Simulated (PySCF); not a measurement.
**How methods differ on the excitation energy of He**

He 1s2 (1S) → He 1s1 2s1 (3S), as a difference of total energies. Computed with PySCF 2.14 in aug-cc-pVQZ-DK (5s4p3d2f, 46 functions), with scalar relativity by spin-free X2C-1e. Correlated levels: valence: nothing frozen. The calculations carry no spin-orbit coupling.

```csv
method,excitation energy (cm⁻¹)
UHF,151510
MP2 (valence),159180
SCS-MP2 (valence),160860
CCSD (valence),160290
```

Errors of the correlated levels include the incompleteness of this basis.

The promoted electron is Rydberg-like, and one or two diffuse shells describe it only roughly, which tends to raise the upper state.

With two correlated electrons CCSD is exact in that space.

For comparison: 159860 cm⁻¹ (measured; NIST levels).
